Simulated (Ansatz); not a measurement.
```yaml
crystal:
  periodic: [false, false, false]
  atoms:
    - {symbol: C, position_ang: [-0.424026, -0.342024, 1.374816]}
    - {symbol: N, position_ang: [-0.001932, -0.078091, 0.048195]}
    - {symbol: C, position_ang: [1.134780, -0.926095, -0.355313]}
    - {symbol: Hf, position_ang: [-0.558882, 1.243306, -1.269696]}
    - {symbol: F, position_ang: [0.656684, 1.653362, -2.399759]}
    - {symbol: F, position_ang: [-1.464335, 2.682931, -0.160351]}
    - {symbol: F, position_ang: [-2.046706, 0.571037, -2.247093]}
    - {symbol: H, position_ang: [-1.126849, 0.219690, 1.558980]}
    - {symbol: H, position_ang: [0.357395, -0.183217, 2.272178]}
    - {symbol: H, position_ang: [-0.734125, -1.307455, 1.612976]}
    - {symbol: H, position_ang: [2.007174, -0.891140, 0.582673]}
    - {symbol: H, position_ang: [0.936567, -2.046331, -0.252071]}
    - {symbol: H, position_ang: [1.472266, -0.823094, -1.201039]}
basis:
  gaussian: {orbitals: ANO-RCC-VTZP}
total_charge: 1
magnetization: {spin_polarized: true, initial_magnetization: 1}
hamiltonian: {xc: {name: revPBE0}, pseudopotentials: {relativity: none}}
output: {forces: true}
```

```sh
$ ansatz run in.yaml --threads 2 --pin off --events-out ev --progress --plain --max-ram 22528MiB --backend cuda --devices 0, --max-vram 18GiB
```

Output, abridged:

```
Functional definition: revPBE0
2917 factors; their error is unknown
mean field evaluation 1: about -359587.3206 eV, gradient 6.5e1 eV
mean field evaluation 2: about -359571.1298 eV, gradient 9.6e1 eV
mean field evaluation 4: about -359603.2594 eV, gradient 6.4e0 eV
mean field evaluation 8: about -359603.3191 eV, gradient 5.5e-1 eV
mean field evaluation 16: about -359604.2332 eV, gradient 1.2e-1 eV
mean field evaluation 32: about -359604.2337 eV, gradient 3.8e-4 eV
a density is far from that of the atoms, so the factors are made again for it
2727 factors; integrals over basis functions are off by at most 7.7e-4 eV
mean field -359604.23426059 eV, -13215.2118605719 hartree, gradient 1.7e-5 eV, S^2 0.764356; 0 other end points of the search recorded, 0 dependent functions left out
reference -359604.23434319 eV, -13215.2118636077 hartree; 62, 61 occupied and 306, 307 virtual orbitals, 2727 factors
WARN: the results are in doubt because the basis set is contracted for relativity, which is off
Total energy: -359604.23434319 eV, -13215.2118636077 hartree
Atom 0 at    -0.424026    -0.342024     1.374816 Å, force     3.378130     4.694128    -6.236817 eV/Å
Atom 1 at    -0.001932    -0.078091     0.048195 Å, force    -0.572424     8.763973   -15.645642 eV/Å
Atom 2 at     1.134780    -0.926095    -0.355313 Å, force    -8.951534     7.818334     5.451101 eV/Å
Atom 3 at    -0.558882     1.243306    -1.269696 Å, force    20.470613   -23.280973    14.148410 eV/Å
Atom 4 at     0.656684     1.653362    -2.399759 Å, force   -18.744589    -7.405336    15.008362 eV/Å
Atom 5 at    -1.464335     2.682931    -0.160351 Å, force     2.229664    -9.285219    -5.183087 eV/Å
Atom 6 at    -2.046706     0.571037    -2.247093 Å, force    16.520029     4.927296    11.989413 eV/Å
Atom 7 at    -1.126849     0.219690     1.558980 Å, force    -4.864345     6.811049    -6.076224 eV/Å
Atom 8 at     0.357395    -0.183217     2.272178 Å, force    -1.216239     0.285787    -2.319496 eV/Å
Atom 9 at    -0.734125    -1.307455     1.612976 Å, force    -0.453161    -1.596498    -0.606219 eV/Å
Atom 10 at     2.007174    -0.891140     0.582673 Å, force    -2.314304     0.343411    -3.153997 eV/Å
Atom 11 at     0.936567    -2.046331    -0.252071 Å, force    -0.171470     1.669578    -0.317915 eV/Å
Atom 12 at     1.472266    -0.823094    -1.201039 Å, force    -5.310371     6.254469    -7.057889 eV/Å
Dipole moment:     0.763574    -0.914160     0.612182 e Å
In doubt: the basis set is contracted for relativity, which is off
```

It took 46 s on 2 threads of an AMD EPYC 7R13 on a shared host and a share of an NVIDIA H100 80 GB, with 1.8 GiB of host memory at the peak.
